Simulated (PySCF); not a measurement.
## Xe⁺ (xenon, charge +1) across methods

[Kr] 4d10 5s2 5p5, 2P determinant. Computed with PySCF 2.14 in aug-cc-pVQZ-PP with one added diffuse shell each of s, p, d, f, g type with ECP28MDF (8s8p6d4f3g, 117 functions), with a scalar-relativistic core potential. The B2PLYP total includes its PT2 part (frozen core); its orbital energies are those of the SCF part.

```
   method  E (hartree)  mean ε 5s β (eV)  mean ε 5p α (eV)  mean ε 5p β (eV)  Σ⟨r²⟩ (bohr²)   ⟨S²⟩
    TPSSh    -328.8120           -29.552           -18.044           -17.234          48.72  0.753
   B2PLYP    -328.6446           -32.270           -19.893           -18.992          48.96  0.755
      UHF   -327.87842           -34.979           -21.997           -20.871          49.15  0.760
      LDA    -328.4559           -29.061           -17.467           -16.741          48.76  0.751
   r2SCAN    -329.0314           -29.159           -17.810           -16.937          48.62  0.755
     PBE0    -328.9233           -30.573           -18.763           -17.917          48.71  0.754
CAM-B3LYP    -328.9193           -32.296           -20.074           -19.302          48.88  0.753
      PBE    -328.8909           -28.697           -17.354           -16.582          48.78  0.753
```

Energies and moments cover only the electrons outside the core potential.
